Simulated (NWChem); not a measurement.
A series in which one site is exchanged, each optimised at PBE0/def2-SVP with NWChem, gas phase unless a solvent is named. All stand in one matching conformer (torsions within 35°), which need not be the lowest. This build's default masses of Se (78.918 u) and Br (79.917 u) are each other's, which moves their modes by up to 0.6 %. Some are not confirmed as minima by frequencies. def2 effective core potentials on I; no spin-orbit coupling.

A: [Zn]([SeH])[F] (ZnHSeF; site = F)
B: [ZnH][SeH] (ZnH₂Se; site = H)
C: [Cl][Zn][SeH] (ZnHSeCl; site = Cl)
D: [SeH][Zn][I] (ZnHSeI; site = I)

```tsv
quantity	A	B	C	D
dipole (D), PBE0/def2-SVP	1.44	1.28	1.26	…
orbital gap (eV), PBE0/def2-SVP	5.98	6.68	5.98	…
vertical ionisation energy, ΔSCF, CAM-B3LYP/def2-SVP (eV)	9.70	9.18	9.56	…
static polarisability, CAM-B3LYP/def2-SVPD (bohr³)	50.9	56.6	67.2	…
lowest singlet excitation, CAM-B3LYP/def2-SVPD, TDA (eV)	4.63	4.93	4.67	…
```

Question: What belongs in the gaps?

Answer: 
- dipole (D), PBE0/def2-SVP, D: 0.89
- orbital gap (eV), PBE0/def2-SVP, D: 5.68
- vertical ionisation energy, ΔSCF, CAM-B3LYP/def2-SVP (eV), D: 9.33
- static polarisability, CAM-B3LYP/def2-SVPD (bohr³), D: 92.1
- lowest singlet excitation, CAM-B3LYP/def2-SVPD, TDA (eV), D: 4.54
